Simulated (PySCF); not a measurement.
**Structure from 2D NMR**

Compound of formula C6H10N2Si. Correlations simulated from computed shifts and the bond graph:

HSQC (one-bond C–H):
| δH | δC |
| --- | --- |
| 7.46 | 140.5 |
| 6.79 | 122.2 |
| 6.67 | 119.2 |

COSY cross peaks (H two or three bonds apart, from the bond graph; peaks can be absent where the dihedral angle is near 90°):
| δH | δH |
| --- | --- |
| 7.46 | 6.79 |
| 7.46 | 6.67 |

HMBC (two and three bonds, from the bond graph):
| δH | δC |
| --- | --- |
| 7.46 | 156.9, 140.5, 122.2, 119.2 |
| 6.79 | 140.5, 119.2 |
| 6.67 | 156.9, 140.5, 122.2, 119.2 |
| 4.64 | 156.9 |

Carbons without hydrogens: δ 156.9.

Level of theory: shielding tensors at HF/pcSseg-1 (GIAO), geometry from PBE0-D3(BJ)/def2-SVP, in PySCF (one computed conformer, fast rotation and ring inversion assumed for equivalent nuclei, no solvent model, non-relativistic Hamiltonian).

Referencing at the same level of theory: 1H and 13C against TMS.

Exchangeable hydrogens are left out of these lists.

Q: Work out the connectivity.

A: `c1(N[SiH2]N)ccccc1`.

Atoms are numbered as in `[NH2:1][SiH2:2][NH:3][c:4]1[cH:5][cH:6][cH:7][cH:8][cH:9]1`. Each H is labelled by its parent atom.

1. δC 156.9 is C4, an aromatic carbon bearing nitrogen.
2. δC 140.5 is C6/C8, an aromatic CH (δH 7.46).
3. δC 122.2 is C7, an aromatic CH (δH 6.79).
4. δC 119.2 is C5/C9, an aromatic CH (δH 6.67).
5. HMBC from δH 7.46 reaches the proton-free carbon C4.
6. HMBC from δH 6.67 reaches the proton-free carbon C4.
7. HMBC from δH 4.64 reaches the proton-free carbon C4.
8. COSY links 7.46–6.79, 7.46–6.67.

The shifts were computed for this structure.

Exchangeable OH/NH protons stand at their gas-phase positions; hydrogen bonding in a real sample shifts them, mostly to higher δ. Shifts are as computed. Against solution values, carbons near 30 ppm lie about -0 ppm off and those near 130 ppm about +7 ppm. Of 1211 compounds with measured shifts, 218 miss one by over three times the rms of a fit or turn the order of signals round; such compounds aren't used in these exercises.
